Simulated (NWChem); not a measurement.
System: C3H2ClN; SMILES N#C/C=C\Cl

The following NWChem deck was run.

```
start job
memory heap 200 mb stack 900 mb global 1100 mb
geometry units angstroms noautosym nocenter noautoz
  N      0.925404     2.351017     0.000000
  C      0.043856     1.574332     0.000000
  C     -1.054807     0.669070     0.000000
  C     -0.944246    -0.681866     0.000000
  Cl     0.548489    -1.529504     0.000000
  H     -2.067714     1.104263     0.000000
  H     -1.834167    -1.329207     0.000000
end
basis spherical
  * library 6-31g*
end
dft
  xc m06-2x
  iterations 150
end
cosmo
  do_cosmo_smd true
  solvent acetone
end
task dft energy
```

Output (shortened):

```
             Northwest Computational Chemistry Package (NWChem) 7.3.0
             --------------------------------------------------------

                             Geometry "geometry" -> ""
                             -------------------------

 Output coordinates in angstroms (scale by  1.889725989 to convert to a.u.)

  No.       Tag          Charge          X              Y              Z
 ---- ---------------- ---------- -------------- -------------- --------------
    1 N                    7.0000     0.92540400     2.35101700     0.00000000
    2 C                    6.0000     0.04385600     1.57433200     0.00000000
    3 C                    6.0000    -1.05480700     0.66907000     0.00000000
    4 C                    6.0000    -0.94424600    -0.68186600     0.00000000
    5 Cl                  17.0000     0.54848900    -1.52950400     0.00000000
    6 H                    1.0000    -2.06771400     1.10426300     0.00000000
    7 H                    1.0000    -1.83416700    -1.32920700     0.00000000

 Effective nuclear repulsion energy (a.u.)     172.9628357295

                                 NWChem DFT Module
                                 -----------------

 Summary of "ao basis" -> "ao basis" (spherical)
 ------------------------------------------------------------------------------
       Tag                 Description            Shells   Functions and Types
 ---------------- ------------------------------  ------  ---------------------
 N                           6-31g*                  6       14   3s2p1d
 C                           6-31g*                  6       14   3s2p1d
 Cl                          6-31g*                  8       18   4s3p1d
 H                           6-31g*                  2        2   2s

 in cosmo_initialize ...
 calling solv_data for solv:acetone

 solvent parameters
 solvname_short: acetone
 solvname_long:  acetone
 dielec:       20.4930
 dielecinf:     1.8463
 nonaqueous SMD model solvent descriptors
 dielec:       20.4930
 sola:          0.0400
 solb:          0.4900
 solc:          0.0000
 solg:         33.7700
 solh:          0.0000
 soln:          1.3588

          ---------------
          -cosmo- solvent
          ---------------
 Cosmo: York-Karplus, doi: 10.1021/jp992097l
 dielectric constant -eps-     =  20.49
 screen = (eps-1)/(eps    )    =   0.95120
 surface charge correction     = lagrangian

   van der Waals surface
 --------------------------

 ---------- ATOMIC COORDINATES (A.U.) ------------ VDWR(ANG.) --
     1    1.74875999    4.44277792    0.00000000     1.890
     2    0.08287582    2.97505610    0.00000000     1.850
     3   -1.99329620    1.26435897    0.00000000     1.850
     4   -1.78436621   -1.28853990    0.00000000     1.850
     5    1.03649392   -2.89034346    0.00000000     2.380
     6   -3.90741288    2.08675449    0.00000000     1.200
     7   -3.46607305   -2.51183701    0.00000000     1.200
 number of segments per atom =        128
 number of   points per atom =        128
 atom (   nspa,  nppa )
 ----------------------
    1 (     90,     0 )       0
    2 (     42,     0 )       0
    3 (     44,     0 )       0
    4 (     36,     0 )       0
    5 (     98,     0 )       0
    6 (     56,     0 )       0
    7 (     56,     0 )       0
 number of -cosmo- surface points =      422
 molecular surface =    128.133 angstrom**2
 molecular volume  =    110.025 angstrom**3
 -lineq- algorithm             =   0
 -bem- low  level              =   3
 -bem- from -octahedral-
 gaussian surface charge width =   4.50000
 degree of switching           =   1.00000
 switching function tolerance  =   0.00010
 atomic radii =
 --------------
    1  7.000  1.890
    2  6.000  1.850
    3  6.000  1.850
    4  6.000  1.850
    5 17.000  2.380
    6  1.000  1.200
    7  1.000  1.200
 ...... end of -cosmo- initialization ......

 nat:                     7
 ixmem:                  2814
 calling mnsol_interface()
 G(SMD-CDS) energy (kcal/mol)  =     0.415
 SMD-CDS SASA (angstrom**2)    =   132.385

[...]

                                COSMO-SMD solvation results
                                ---------------------------

             internal energy in gas <Psi(g)|H|Psi(g)> =      -630.313128113868
         internal energy in solvent <Psi(s)|H|Psi(s)> =      -630.309957332468
                               delta internal energy  =         0.003170781400 (    1.99 kcal/mol)
   total free energy in solvent <Psi(s)|H+V/2|Psi(s)> =      -630.324559773054
 polarization energy contribution <Psi(s)|V/2|Psi(s)> =        -0.014602440586 (   -9.16 kcal/mol)
    total free energy in solvent including G(SMD-CDS) =      -630.323898076398
                       G(SMD-CDS) energy contribution =         0.000661696656 (    0.42 kcal/mol)
     1 M fixed-concentration free energy of solvation =        -0.010769962530 (   -6.76 kcal/mol)

                       DFT Final Molecular Orbital Analysis
                       ------------------------------------

 Vector   20  Occ=2.000000D+00  E=-4.080677D-01
              MO Center=  3.3D-01,  1.8D+00, -2.3D-10, r^2= 1.9D+00
   Bfn.  Coefficient  Atom+Function         Bfn.  Coefficient  Atom+Function
  ----- ------------  ---------------      ----- ------------  ---------------
     4      0.337221  1 N  py                 3     -0.286104  1 N  px
    18      0.267447  2 C  py                17     -0.254328  2 C  px
     8      0.206042  1 N  py                 7     -0.177926  1 N  px
    22      0.164445  2 C  py                21     -0.145243  2 C  px
    75     -0.113504  6 H  s                 31      0.110736  3 C  px

 Vector   21  Occ=2.000000D+00  E=-3.950496D-01
              MO Center=  3.3D-01, -1.4D+00, -6.7D-09, r^2= 1.8D+00
   Bfn.  Coefficient  Atom+Function         Bfn.  Coefficient  Atom+Function
  ----- ------------  ---------------      ----- ------------  ---------------
    64      0.595150  5 Cl py                63      0.382139  5 Cl px
    68      0.325347  5 Cl py                60     -0.227938  5 Cl py
    67      0.193029  5 Cl px                59     -0.146268  5 Cl px
    34     -0.123822  3 C  s                 78      0.124033  7 H  s
    77      0.118993  7 H  s                 46     -0.115324  4 C  py

 Vector   22  Occ=2.000000D+00  E=-3.270618D-01
              MO Center= -2.8D-01,  1.3D-01,  3.5D-09, r^2= 3.5D+00
   Bfn.  Coefficient  Atom+Function         Bfn.  Coefficient  Atom+Function
  ----- ------------  ---------------      ----- ------------  ---------------
    65      0.385083  5 Cl pz                33     -0.345661  3 C  pz
    47     -0.297586  4 C  pz                37     -0.265132  3 C  pz
     5      0.259413  1 N  pz                69      0.240141  5 Cl pz
    51     -0.210074  4 C  pz                 9      0.184158  1 N  pz
    61     -0.145952  5 Cl pz                19      0.101226  2 C  pz

 Vector   23  Occ=0.000000D+00  E=-2.467674D-02
              MO Center= -4.5D-01,  3.8D-01,  4.0D-10, r^2= 3.4D+00
   Bfn.  Coefficient  Atom+Function         Bfn.  Coefficient  Atom+Function
  ----- ------------  ---------------      ----- ------------  ---------------
    51      0.541099  4 C  pz                47      0.419017  4 C  pz
    37     -0.393428  3 C  pz                 9      0.308111  1 N  pz
    33     -0.285167  3 C  pz                 5      0.279802  1 N  pz
    23     -0.199121  2 C  pz                19     -0.190848  2 C  pz
    69     -0.188453  5 Cl pz                65     -0.169272  5 Cl pz

 Vector   24  Occ=0.000000D+00  E= 5.713598D-02
              MO Center=  7.6D-02,  1.1D+00,  4.1D-10, r^2= 3.9D+00
   Bfn.  Coefficient  Atom+Function         Bfn.  Coefficient  Atom+Function
  ----- ------------  ---------------      ----- ------------  ---------------
    48      1.036181  4 C  s                 36      0.391183  3 C  py
    76     -0.391280  6 H  s                 66     -0.388079  5 Cl s
     8     -0.386121  1 N  py                22      0.378365  2 C  py
    67      0.377830  5 Cl px                78     -0.343206  7 H  s
     4     -0.301660  1 N  py                18      0.299622  2 C  py

 Vector   25  Occ=0.000000D+00  E= 8.312281D-02
              MO Center= -7.4D-02, -6.6D-01, -1.0D-10, r^2= 4.0D+00
   Bfn.  Coefficient  Atom+Function         Bfn.  Coefficient  Atom+Function
  ----- ------------  ---------------      ----- ------------  ---------------
    48      0.915914  4 C  s                 67      0.817427  5 Cl px
    66     -0.718137  5 Cl s                 49      0.672906  4 C  px
    76      0.490198  6 H  s                 68     -0.476011  5 Cl py
    50     -0.411992  4 C  py                45      0.345586  4 C  px
    63      0.334791  5 Cl px                62     -0.249876  5 Cl s

     Multipole analysis of the density
     ---------------------------------

     L   x y z        total         alpha         beta         nuclear
     -   - - -        -----         -----         ----         -------
     0   0 0 0     -0.000000    -22.000000    -22.000000     44.000000

     1   1 0 0     -1.882054     -1.100783     -1.100783      0.319511
     1   0 1 0     -1.103157     -0.173466     -0.173466     -0.756225
     1   0 0 1      0.000000      0.000000      0.000000      0.000000

     2   2 0 0    -23.015731    -66.476099    -66.476099    109.936468
     2   1 1 0     -3.389871     -3.776005     -3.776005      4.162139
     2   1 0 1      0.000000      0.000000      0.000000      0.000000
     2   0 2 0    -31.239378   -197.375006   -197.375006    363.510634
     2   0 1 1     -0.000000     -0.000000     -0.000000      0.000000
     2   0 0 2    -26.858575    -13.429288    -13.429288      0.000000
```

Level: M06-2X/6-31G* (spherical d), SMD on the gas-phase geometry. All runs use the structure optimised with PBE-D3(BJ)/def2-SVP. Solvent: acetone.
